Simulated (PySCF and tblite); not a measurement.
The numbers below are computed, except where a source is named.
C₈H₁₀, numbered as in [CH2:1]=[CH:2][C:3]1=[CH:4][CH2:5][CH2:6][CH:7]=[CH:8]1.

The ensemble was built from 60 distance-geometry starts (ETKDG and KDG, MMFF94s, GFN2-xTB) and rests on GFN2-xTB geometries. Weights use PBE0-D3(BJ)/def2-SVP (IEF-PCM, chloroform) energies plus GFN2-xTB zero-point and thermal terms (modes under about 100 cm⁻¹ blended into free rotors). Symmetry numbers and mirror images are counted. Conformers within 3 kcal/mol (GFN2-xTB free energy) were kept, 7 at most. Run with PySCF (density fitting) and tblite.

Rotational constants are equilibrium values for the commonest isotopes; dipoles come from the energy level named and are polarised by its solvent model.

Torsions listed: C1–C2–C3–C4. The 6-ring runs over atoms 3–4–5–6–7–8. Of a mirror pair one member is shown.

| conformer | shape | symmetry |
| --- | --- | --- |
| 1 | 6-ring half-chair (ring torsions 32, -45, 33, -2, -16, 0°); 171° | C1 (pair) |
| 2 | 6-ring half-chair (ring torsions 32, -45, 32, -1, -16, -1°); 18° | C1 (pair) |

(1) Give the rotational constants and dipole components.

(2) Which type of transition is strongest for conformer 1?

Answers

(1) 
| conformer | A (MHz) | B (MHz) | C (MHz) | abs μa (D) | abs μb (D) | abs μc (D) | κ | Ic−Ia−Ib (u Å²) |
| --- | --- | --- | --- | --- | --- | --- | --- | --- |
| 1 | 4642 | 1505 | 1179 | 1.03 | 0.27 | 0.06 | -0.81 | -16.0 |
| 2 | 4601 | 1490 | 1177 | 0.74 | 0.39 | 0.04 | -0.82 | -19.7 |

(2) a-type, since that component is clearly the largest; the top is near-prolate.
